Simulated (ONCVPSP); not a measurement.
## Before and after: ONCV potential for Li (Z = 3)

| Item | Value |
| --- | --- |
| Element | Li |
| Generator | ONCVPSP 4.0.1 |
| Type | optimised norm-conserving Vanderbilt (ONCV) |
| Functional | PBE |
| Relativity | scalar-relativistic |
| Frozen core | none |
| Valence charge | 3 |
| Reference configuration | 1s2 2s0.75 2p0.25 |
| Partial waves | 1s+2s: rc 1.00 bohr, ncon 5, nbas 8, qcut 15.6 1/bohr, 2 projectors; 2p: rc 4.00 bohr, ncon 3, nbas 6, qcut 1.9 1/bohr, 3 projectors, debl 0.8 Ha; d scattering state at 0.04 Ha: rc 4.40 bohr, ncon 4, nbas 7, qcut 2.1 1/bohr, 2 projectors, debl 2.8 Ha |
| Local potential | polynomial inside 0.70 bohr (lpopt 5, dvloc0 0 Ha) |
| Core correction | none |

Change: core [He], valence charge 1; reference 2s1; waves now 2s: rc 2.45 bohr, ncon 4, nbas 9, qcut 2.9 1/bohr, 3 projectors, debl 2.8 Ha; p scattering state at 0.03 Ha: rc 2.10 bohr, ncon 5, nbas 9, qcut 4.3 1/bohr, 1 projector; d scattering state at 0.13 Ha: rc 2.35 bohr, ncon 5, nbas 9, qcut 4.4 1/bohr, 3 projectors, debl 3.4 Ha; local potential polynomial inside 1.75 bohr (lpopt 1, dvloc0 3 Ha).

Cutoffs: the cutoffs (Ha) at which the residual kinetic energy of the hardest occupied pseudo-wave falls to 1 and 0.1 mHa per electron; they do not see the model core or the augmentation charge, which bear on the density cutoff. Errors are all-electron minus pseudo energies relative to the spin-unpolarised reference configuration.

Task: What does the change do?

Result: The potential gets softer (69 Ha and 84 Ha → 2.2 Ha and 3.4 Ha); the number of tests with a reliable result goes from 4 to 1; neither file shows a bound ghost. The shells moved into the core no longer need plane waves of their own. Several settings change at once here, so the effects cannot be laid on one of them.

| quantity | base | changed |
| --- | --- | --- |
| cutoff, loose | 69 Ha | 2.2 Ha |
| cutoff, tight | 84 Ha | 3.4 Ha |
| bound ghosts | none | none |
| GHOST(+) flags under 300 eV | none | none |
| tests with a reliable result | 4 of 4 | 1 of 2 |

Changed file: The cutoffs count occupied waves only; projector 2 of the s channel, the hardest unoccupied one, needs 42 Ha at the loose tolerance.
